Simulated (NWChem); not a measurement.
Molecule: CH$_{6}$FNOSi; SMILES F[Si@@H](CN)O

```xyz
11

N     -0.0547    -2.3060     0.0552
C     -0.7687    -1.0787    -0.3687
Si    -0.0121     0.5003     0.3097
O      1.5345     0.5503    -0.2850
F     -0.8353     1.8129    -0.1605
H     -0.0634    -2.3822     1.0718
H      0.9253    -2.2373    -0.2158
H     -0.7766    -1.0497    -1.4657
H     -1.8203    -1.1689    -0.0687
H      0.0019     0.5258     1.7989
H      2.1383     1.2031     0.0948
```
Atoms are numbered in this order, from 1.

Computed with NWChem. Medium grid unless said otherwise, to which SCAN and Minnesota functionals are sensitive. The geometry was optimised at B3LYP/6-31G* (spherical d). Hybrids' shares of exact exchange are those that their runs print; pure functionals count as 0. The functionals differ in more than this share.

| row | share of exact exchange | orbital gap (eV) |
|---|---|---|
| PBE/def2-TZVP | 0.00 | 5.01 |
| r2SCAN/def2-TZVP | 0.00 | 5.92 |
| TPSSh/def2-TZVP | 0.10 | 6.22 |
| B3LYP/def2-TZVP | 0.20 | 6.73 |
| M06-2X/def2-TZVP | 0.54 | withheld |
| Hartree-Fock/def2-TZVP | 1.00 | 13.58 |

### Question
Fit a straight line of the last column on the one before it, predict the withheld value, and compare with the run.

### Answer

1. Means of the 5 shown rows: x = 0.260, y = 7.492. Slope Σ(x − x̄)(y − ȳ)/Σ(x − x̄)² = 5.808/0.7120 = 8.158; intercept 5.371.
2. The shown rows scatter about the line by 0.319 (root mean square); the largest residual is +0.55, at r2SCAN/def2-TZVP.
3. At x = 0.54 (M06-2X/def2-TZVP; inside the shown range) the line gives 9.78.
4. The run gives 9.30, -0.48 from the line, 1.5 times the scatter.
